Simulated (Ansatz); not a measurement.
Total energies of `[OH][InH][Cl]`.

| atom | x (Å) | y (Å) | z (Å) |
| --- | --- | --- | --- |
| O1 | -1.191 | 0.917 | -0.156 |
| In2 | 0.578 | 0.055 | -0.176 |
| Cl3 | 0.463 | -2.015 | 0.896 |
| H4 | -1.846 | 0.371 | 0.288 |
| H5 | 1.996 | 0.672 | -0.852 |

Total charge 0; spin multiplicity 1. Correlated methods include outer-core shells of In, which these sets cover unevenly. In takes the def2 core potential. Geometry: relaxed with PBE0-D4/def2-TZVP. It is one conformer, not always the lowest. Basis def2-TZVPP, Ansatz.

RPA on PBE orbitals: Hartree–Fock energy of these orbitals -724.79827 Eh, correlation -1.09179 Eh (frozen core).

```tsv
functional	kind	energy without D4 (Eh)	D4 term (kJ/mol)
BLYP	GGA	-726.81311	-17.7
BHLYP	global hybrid, 50 %	-726.75342	-12.8
```

(1) Give the same for LDA (SPW92), PBE, revPBE, r2SCAN, B97M-V, PBE0, B3LYP, r2SCANh, r2SCAN0, HSE06 (plane-wave form), CAM-B3LYP, LC-ωPBE, ωB97X-V, ωB97M-V, B2PLYP, PBE-QIDH. (Best estimate.)

B3LYP takes the VWN-RPA correlation (the form of Gaussian; ORCA's B3LYP/G). HSE06 is the plane-wave form, built on full-range PBE exchange. The double hybrids freeze the cores in their second-order part.

Results:

(1) Ansatz gave: 
```json
{"functional": "LDA (SPW92)", "kind": "LDA", "energy without D4 (Eh)": "-724.51681", "D4 term (kJ/mol)": "–"}
{"functional": "PBE", "kind": "GGA", "energy without D4 (Eh)": "-726.60455", "D4 term (kJ/mol)": "-8.4"}
{"functional": "revPBE", "kind": "GGA", "energy without D4 (Eh)": "-726.81329", "D4 term (kJ/mol)": "-20.0"}
{"functional": "r2SCAN", "kind": "meta-GGA", "energy without D4 (Eh)": "-726.87703", "D4 term (kJ/mol)": "-1.9"}
{"functional": "B97M-V", "kind": "meta-GGA with VV10", "energy without D4 (Eh)": "-726.73345", "D4 term (kJ/mol)": "–"}
{"functional": "PBE0", "kind": "global hybrid, 25 % exact exchange", "energy without D4 (Eh)": "-726.63850", "D4 term (kJ/mol)": "-7.2"}
{"functional": "B3LYP", "kind": "global hybrid, 20 %", "energy without D4 (Eh)": "-726.95574", "D4 term (kJ/mol)": "-13.8"}
{"functional": "r2SCANh", "kind": "meta-GGA hybrid, 10 %", "energy without D4 (Eh)": "-726.85606", "D4 term (kJ/mol)": "-2.1"}
{"functional": "r2SCAN0", "kind": "meta-GGA hybrid, 25 %", "energy without D4 (Eh)": "-726.82583", "D4 term (kJ/mol)": "-2.3"}
{"functional": "HSE06 (plane-wave form)", "kind": "screened hybrid", "energy without D4 (Eh)": "-726.62607", "D4 term (kJ/mol)": "-6.8"}
{"functional": "CAM-B3LYP", "kind": "range-separated hybrid", "energy without D4 (Eh)": "-726.84141", "D4 term (kJ/mol)": "-7.5"}
{"functional": "LC-ωPBE", "kind": "long-range corrected hybrid", "energy without D4 (Eh)": "-726.73515", "D4 term (kJ/mol)": "–"}
{"functional": "ωB97X-V", "kind": "range-separated hybrid GGA with VV10", "energy without D4 (Eh)": "-726.75678", "D4 term (kJ/mol)": "–"}
{"functional": "ωB97M-V", "kind": "range-separated hybrid meta-GGA with VV10", "energy without D4 (Eh)": "-726.77243", "D4 term (kJ/mol)": "–"}
{"functional": "B2PLYP", "kind": "double hybrid", "energy without D4 (Eh)": "-726.48040", "D4 term (kJ/mol)": "–"}
{"functional": "PBE-QIDH", "kind": "double hybrid", "energy without D4 (Eh)": "-726.34196", "D4 term (kJ/mol)": "–"}
```

LC-ωPBE has ω = 0.4 bohr⁻¹.
